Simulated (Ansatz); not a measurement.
`[SiH3][SiH2][NH][GeH3]` + `O=C[SiH](O)Cl` → `O=C[SiH](Cl)O[SiH3]` + `[SiH3][NH][GeH3]`  (cleavage of the Si–Si bond)

Gas-phase electronic energies from Ansatz, PBE0-D4/def2-TZVP geometries. CCSD(T)/CBS is the MP2 limit (def2-TZVPP, def2-QZVPP) plus CCSD(T) − MP2 in def2-TZVPP, frozen cores. DFT in def2-TZVPP. B3LYP here is the variant with VWN-RPA as its local correlation; programs differ in this. For Ge outer-core shells are correlated without core-valence functions, which leaves a few kJ/mol of doubt a bond. Scalar relativity is left out up to krypton. One conformer a species, not always the lowest.

(1) Is it downhill or uphill in electronic energy at CCSD(T)/CBS, and by how much? (Estimate.)

(2) What do these levels give: BLYP-D4, B3LYP-D4, B2PLYP, revPBE, PBE0, r2SCAN0, CCSD(T)/def2-SVP, HF/def2-TZVPP, CCSD/def2-TZVPP, MP2/def2-QZVPP, SCS-MP2/def2-QZVPP, MP2/CBS(def2)? (Best estimate.)

(3) What do rigid-rotor, harmonic-oscillator terms from PBE0-D4/def2-TZVP frequencies (298.15 K, 1 bar) make of the CCSD(T)/CBS value? (Estimate.)

Largest T1 diagnostic among the species: 0.014.

## Answers

(1) Ansatz gave: Downhill: ΔE = -1.09 eV.

(2) Ansatz gave: BLYP-D4 -1.03, B3LYP-D4 -1.09, B2PLYP -1.12, revPBE -0.76, PBE0 -0.87, r2SCAN0 -1.04, CCSD(T)/def2-SVP -1.08, HF/def2-TZVPP -1.38, CCSD/def2-TZVPP -1.13, MP2/def2-QZVPP -1.18, SCS-MP2/def2-QZVPP -1.23, MP2/CBS(def2) -1.17 eV.

(3) The calculation gave: ΔZPE = -0.02 eV, ΔH = -1.12 eV, ΔS = -3 J/(mol·K), ΔG = -1.11 eV. Modes under 50 cm⁻¹ make the entropy rough.

From r2SCAN to r2SCAN0 (25 % exact exchange), in def2-TZVPP and without D4, ΔE moves by −0.04 eV. In def2-TZVPP, CCSD(T) changes the Hartree–Fock value by +0.28 eV (the triples alone add +0.04 eV) and MP2 by +0.21 eV.
